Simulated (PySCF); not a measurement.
**RuH3: core potential against all electrons**

Base calculation in PySCF with density fitting and no spin–orbit coupling, PBE0/def2-TZVP (scalar-relativistic core potentials): doublet, C3v, Ru–H 1.558 Å (×3); H–Ru–H 100.8° (×3); wavenumbers 627, 756 (×2), 2129 (×2), 2201 cm⁻¹; dipole moment 2.32 D, polar-tensor charge of Ru 0.72 e.

Task: What changes on going to PBE0/x2c-TZVP (spin-free X2C)?

Result: The point group stays the same. Changes: mean bond to Ru +0.004 Å, smallest bond angle -0.2 degrees, highest wavenumber -11 cm⁻¹, lowest wavenumber -18 cm⁻¹, dipole moment -0.01 D, polar-tensor charge of Ru -0.01 e. The new structure has Ru–H 1.562 Å (×3); H–Ru–H 100.6° (×3), with wavenumbers 609, 757 (×2), 2117 (×2), 2190 cm⁻¹. The core potential reproduces the all-electron structure closely.

Open d or f shells are single determinants, so the state found may not be the ground state. The structures come from searches over a few start shapes, so lower isomers are not excluded.
